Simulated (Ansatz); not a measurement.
`BC[SiH2]SC`, relaxed with RKS PBE-D4/def2-SVP in Ansatz 0.2.0 from a rough embedded geometry. The force threshold is 0.03 eV/Å; the program also tests the step.

The species carries charge 0 and has multiplicity 1.

Start:

```xyz
14

B     0.470   -0.092    2.136
C     0.764   -0.859    0.844
Si    1.075    0.359   -0.500
S    -0.696    1.661   -0.874
C    -1.685    0.321   -1.555
H    -0.598   -0.251    2.753
H     1.244    0.637    2.651
H     1.630   -1.480    0.949
H    -0.096   -1.460    0.579
H     1.373   -0.318   -1.778
H     2.237    1.229   -0.164
H    -1.868   -0.449   -0.826
H    -1.200   -0.087   -2.402
H    -2.652    0.789   -1.811
```

Q: By how much does the energy fall, and how many steps does the optimiser take? (An estimate is asked.)

A: Ansatz gave: 55.61 kJ/mol, in 24 steps, 2 of them rejected.

Q: Which bonds change most? (Best estimate.)

A: Computed: B1–S4 from 3.673 to 2.117 Å; B1–C2 from 1.531 to 1.647 Å; C5–H13 from 1.058 to 1.106 Å; B1–H7 from 1.182 to 1.228 Å.

Q: Give the relaxed structure. (Estimate.)

A: Computed: 
```xyz
14

B    -0.025    0.244    1.466
C     0.895   -0.969    0.836
Si    1.415    0.098   -0.591
S    -0.405    1.365   -0.289
C    -1.654    0.330   -1.149
H    -1.133   -0.021    1.917
H     0.604    1.084    2.103
H     1.719   -1.308    1.494
H     0.316   -1.857    0.509
H     1.443   -0.394   -2.018
H     2.571    1.021   -0.343
H    -1.475   -0.748   -0.971
H    -1.633    0.549   -2.233
H    -2.639    0.607   -0.730
```
